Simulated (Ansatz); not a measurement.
Job for Ansatz (a quantum-chemistry and plane-wave program): R-BHLYP/def2-TZVPPD on CHClO (a complex). Files ending in .json are basis or fitting sets from the Basis Set Exchange.

Ansatz 0.2 input:
```yaml
crystal:
  periodic: [false, false, false]
  atoms:
    - {symbol: Cl, position_ang: [-0.03322094, 0.05094674, -0.99541496]}
    - {symbol: H, position_ang: [-0.02208516, -0.10406125, 0.28305948]}
    - {symbol: C, position_ang: [-0.00284045, -0.37909483, 2.55302112]}
    - {symbol: O, position_ang: [0.00682129, -0.51377500, 3.66754091]}
basis:
  gaussian:
    orbitals: def2-TZVPPD.json
hamiltonian:
  xc: {name: BHLYP}
scf: {lower_state_search: off}
```

**Question.** What total energy does the run end on?

**Answer.** -574.1254 hartree.
